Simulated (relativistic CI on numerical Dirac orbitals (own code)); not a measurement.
# Tc5+: 4s photoemission

Computed with this model: Dirac-Coulomb-Breit CI, KLI orbitals optimised for each configuration, QED by a radiative potential, valence Slater integrals scaled by 0.7, multiplet model of photoemission in the sudden approximation; configurations [Kr] 4d2 → [Ar] 3d10 4s 4p6 4d2; 80 K; Lorentzian 1.4 eV and Gaussian 0.6 eV FWHM. Energies are those of the free ion, without screening or charge transfer. The energies are binding energies and can lie tens of eV above those of solids. Without intra-shell correlation the exchange splitting of an s hole comes out too large, often by half or more. S is read from ⟨S²⟩ = S(S + 1).

Field parameters in Wybourne normalisation: Td as Oh with Dq negative (B⁴₀ = 21Dq, B⁴₄ = √(5/14) B⁴₀). The field is a parameter set, without covalency.

free ion: ground-state S = 0.98, centroid 150.80 eV. Peaks (eV, height): 149.6 (100), 153.6 (45).

Td, 10Dq = -12800 cm⁻¹: ground-state S = 1.00, centroid 150.84 eV. Peaks (eV, height): 149.4 (100), 153.6 (51).

Strongest unbroadened transitions for free ion:

| Energy (eV) | Relative strength |
| --- | --- |
| 149.46 | 100.0 |
| 149.61 | 72.1 |
| 151.16 | 0.3 |
| 152.34 | 0.5 |
| 152.37 | 6.5 |
| 153.71 | 71.9 |
| 155.28 | 0.0 |
